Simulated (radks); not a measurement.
Charge is removed step by step from the 4f down level of the thallium ion Tl27+, starting from [Kr] 4d10 4f(up 7, down 1). All-electron calculation, scalar-relativistic Kohn-Sham, PBE, spin-polarised, spherical densities, finite nucleus; Fermi nuclear charge, rms radius 5.4759 fm. Program: a radial shooting solver on a logarithmic mesh with Libxc functionals.

removed (e)  E - E(0) (eV)  eigenvalue (eV)  E minus straight line (eV)
0                    0.000          -894.31                       0.000
0.25                225.16          -907.34                      -4.912
0.5                 453.58          -920.44                      -6.560
0.75                685.29          -933.59                      -4.927
1                   920.29          -946.81                       0.000

Removing the whole electron costs 920.29 eV by Delta-SCF, against 894.31 eV from minus the eigenvalue at the starting occupation. Slater's transition state (half an electron removed) gives 920.44 eV. Integrating minus the eigenvalue over the occupation (Janak's theorem) gives 920.48 eV. In this scalar-relativistic scheme the density is built from large components alone, so the theorem holds only approximately. The mean slope of the eigenvalue, de/dn, is 52.5 eV per electron. Ionisation energy of Tl27+ in the NIST Atomic Spectra Database: 930 eV (theoretical).

Beside tabulated values, note that scalar-relativistic runs lack spin-orbit coupling.
